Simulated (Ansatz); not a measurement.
`O=CO[SiH2]F` + H₂Te → `O=C[TeH]` + `O[SiH2]F` at 700 K and 1 bar (substitution at a C–O bond).

Isolated molecules relaxed with PBE0-D4/def2-TZVP in Ansatz; ΔE leaves out vibrations. CCSD(T)/CBS is the MP2 limit (def2-TZVPP, def2-QZVPP) plus CCSD(T) − MP2 in def2-TZVPP, frozen cores. Elements past krypton have def2 core potentials. For Te outer-core shells are correlated without core-valence functions, which leaves a few kJ/mol of doubt a bond. Each species was taken in one conformer, which may not be the lowest.

```json
{"species": "`O=CO[SiH2]F`", "CCSD(T)/CBS energy (Eh)": "-579.18029", "H − E (kJ/mol)": "180.7", "S (J/(mol·K))": "416.8"}
{"species": "H₂Te", "CCSD(T)/CBS energy (Eh)": "-268.91024", "H − E (kJ/mol)": "57.2", "S (J/(mol·K))": "261.6"}
{"species": "`O=C[TeH]`", "CCSD(T)/CBS energy (Eh)": "-382.12128", "H − E (kJ/mol)": "106.9", "S (J/(mol·K))": "349.4"}
{"species": "`O[SiH2]F`", "CCSD(T)/CBS energy (Eh)": "-465.96250", "H − E (kJ/mol)": "137.3", "S (J/(mol·K))": "346.2"}
```

H − E and S are ideal-gas, rigid-rotor, harmonic terms from PBE0-D4/def2-TZVP, for one conformer and one mirror image of each species. 1 Eh = 2625.50 kJ/mol, R = 8.31446 J/(mol·K).

**Question.** By hand: ΔE, ΔH, ΔS and ΔG.

**Answer.** ΔE = (-382.12128) + (-465.96250) − (-579.18029) − (-268.91024) = 0.00675 Eh = 17.7 kJ/mol. Δ(H − E) = 106.9 + 137.3 − 180.7 − 57.2 = 6.3, so ΔH = 24.0 kJ/mol. ΔS = 349.4 + 346.2 − 416.8 − 261.6 = 17.2 J/(mol·K). ΔG = 24.0 − 700 × (17.2)/1000 = 12.0 kJ/mol.

**Question.** By hand: the equilibrium constant, and the temperature at which ΔG would vanish if ΔH and ΔS stayed fixed.

**Answer.** log₁₀ K = −ΔG/(RT ln 10) = -0.9. ΔG = 0 at ΔH/ΔS = 1395 K, though so small a ΔS makes that figure unsure.

TΔS isn't small against ΔH here. A doubt of 5 kJ/mol in ΔE shifts log₁₀ K by 0.4 here. Other conformers and mirror images would add mixing entropy, several J/(mol·K) or more a flexible species. These are equilibria of isolated gas molecules and say nothing of rates. Largest T1 diagnostic: 0.016 (customary marks: 0.02 for closed shells, 0.045 for open ones).
